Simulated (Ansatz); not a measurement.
The cluster AgPd2⁻. Charge -1, multiplicity 3. Geometry r2SCAN-D4/def2-TZVPD; atoms count from 1.

```csv
atom,x (Å),y (Å),z (Å)
Pd1,1.004,0.582,0.879
Pd2,-0.872,0.986,-0.623
Ag3,-0.133,-1.568,-0.257
```

In the def2 sets Ag, Pd take a core potential; there is no spin–orbit coupling. The highest occupied level of the charge -1 triplet lies above zero (up to 0.52 eV). The electron is either unbound and held by the finite basis, or the level is raised by self-interaction error. At PBE0-D4/def2-TZVPD a singlet of charge -1 lies 0.41 eV below the triplet, each at its own geometry. The structure comes from a short search, and lower isomers may exist.

(1) Estimate the Mulliken populations from the PBE0/def2-TZVPD orbitals of Ansatz.

(2) Where does the spin sit?

(3) And the Mayer bond orders between heavy atoms (over 0.3)?

Answers

(1) 
```csv
atom,charge (e),spin (α − β),d electrons
Pd1,-0.34,0.75,9.35
Pd2,-0.34,0.75,9.35
Ag3,-0.32,0.50,9.91
```
Mulliken values depend strongly on the basis. With diffuse functions, as here, like atoms can get unlike values, and bond orders can come out too low or too high.

(2) Summed by element: Pd 1.50, Ag 0.50, of 2 unpaired in all. Largest on single atoms: Pd2 0.75, Pd1 0.75, Ag3 0.50.

(3) Pd1–Pd2 1.04 (2.44 Å); Pd1–Ag3 0.79 (2.68 Å); Pd2–Ag3 0.79 (2.68 Å).
